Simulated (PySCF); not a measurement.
BH5Si, SMILES B[SiH3]. Atoms are numbered in the order given.

```xyz
7

B      1.4379    -0.0212     0.0000
H      2.0563     0.0024     1.0181
H      2.0563     0.0024    -1.0181
Si    -0.5718    -0.0050     0.0000
H     -0.9587     1.4351     0.0000
H     -1.1693    -0.6321    -1.2049
H     -1.1693    -0.6321     1.2049
```

Coordinates come from a B3LYP-D3(BJ)/def2-TZVP optimisation.

Level of theory: B3LYP/pcJ-1 run with PySCF.

Isotropic couplings with Fermi-contact, spin-dipole and both spin-orbit terms, one fixed conformer, no vibrational averaging. Isotopes: 11B, 1H, 29Si.

Computed spin–spin coupling constants:
| pair | bonds apart | J (Hz) |
|---|---|---|
| B1–H2 | 1 | 135.3 |
| B1–H3 | 1 | 135.3 |
| B1–Si4 | 1 | -78.2 |
| Si4–H5 | 1 | -186.5 |
| Si4–H6 | 1 | -205.5 |
| Si4–H7 | 1 | -205.4 |
| B1–H5 | 2 | 3.9 |
| B1–H6 | 2 | 4.7 |
| B1–H7 | 2 | 4.7 |
| H2–H3 | 2 | -4.0 |
| H2–Si4 | 2 | -9.3 |
| H3–Si4 | 2 | -9.2 |
| H5–H6 | 2 | -6.4 |
| H5–H7 | 2 | -6.4 |
| H6–H7 | 2 | 8.2 |
| H2–H5 | 3 | -1.5 |
| H2–H6 | 3 | 9.9 |
| H2–H7 | 3 | 1.2 |
| H3–H5 | 3 | -1.5 |
| H3–H6 | 3 | 1.2 |
| H3–H7 | 3 | 9.9 |
